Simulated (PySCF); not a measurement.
**`ClC=C=C([Se]C)Cl`, C4H4Cl2Se**

Cartesian coordinates in Å; atom numbers follow the order of the lines, from 1:
```xyz
11

C    -1.580   -0.588   -0.180
Se   -1.748    1.016    0.891
C     0.089    1.497    0.886
Cl    0.411    2.892    1.867
C     1.035    0.867    0.236
C     1.941    0.183   -0.412
Cl    2.766   -1.187    0.272
H    -1.227   -0.338   -1.189
H    -0.888   -1.292    0.302
H    -2.584   -1.029   -0.236
H     2.259    0.408   -1.435
```

The calculation used TDDFT CAM-B3LYP/aug-cc-pVDZ circular dichroism and optical rotation, one conformer, gas phase (PySCF 2.14.0). Geometry: PBE0-D3(BJ)/def2-SVP.

The calculation is non-relativistic, which matters for the atoms heavier than Zn. No stereocentre is labelled: unless the shape is locked (an allene, a helicene, a hindered biaryl), the mirror image is equally populated and a measured rotation or CD is zero. Singlets 10 and 11 lie within 0.01 eV of each other, so their separate moments and overlaps can depend on how they mix.

Task: Draw the ECD and absorption spectra from the lowest 12 states, each a Gaussian of half-width 0.3 eV at 1/e height.

Result: 
| E (eV) | λ (nm) | Δε (L mol⁻¹ cm⁻¹) | ε (L mol⁻¹ cm⁻¹) |
| --- | --- | --- | --- |
| 3.54 | 350 | +0.03 | 1.58 |
| 3.64 | 340 | +0.07 | 4.29 |
| 3.74 | 331 | +0.16 | 9.33 |
| 3.84 | 323 | +0.27 | 16.3 |
| 3.94 | 314 | +0.38 | 22.7 |
| 4.04 | 307 | +0.42 | 25.4 |
| 4.14 | 299 | +0.38 | 22.9 |
| 4.24 | 292 | +0.27 | 17.7 |
| 4.34 | 285 | +0.13 | 18.8 |
| 4.44 | 279 | -0.05 | 52.6 |
| 4.54 | 273 | -0.43 | 200 |
| 4.64 | 267 | -1.36 | 653 |
| 4.74 | 261 | -3.24 | 1720 |
| 4.84 | 256 | -6.08 | 3640 |
| 4.94 | 251 | -8.91 | 6170 |
| 5.04 | 246 | -9.95 | 8400 |
| 5.14 | 241 | -8.05 | 9180 |
| 5.24 | 236 | -4.06 | 8120 |
| 5.34 | 232 | -0.30 | 5930 |
| 5.44 | 228 | +1.31 | 3930 |
| 5.54 | 224 | +0.09 | 3230 |
| 5.64 | 220 | -4.41 | 4510 |
| 5.74 | 216 | -13.00 | 8180 |
| 5.84 | 212 | -25.48 | 14100 |
| 5.94 | 209 | -38.53 | 21000 |
| 6.04 | 205 | -46.22 | 25800 |
| 6.14 | 202 | -44.04 | 26200 |
| 6.24 | 199 | -32.80 | 22400 |
| 6.34 | 195 | -18.03 | 17700 |
| 6.44 | 192 | -5.63 | 15900 |
| 6.54 | 189 | +1.61 | 17900 |

Δε uses R in velocity form, ε uses f in length form. Only the states computed contribute, so the short-wavelength end is incomplete.
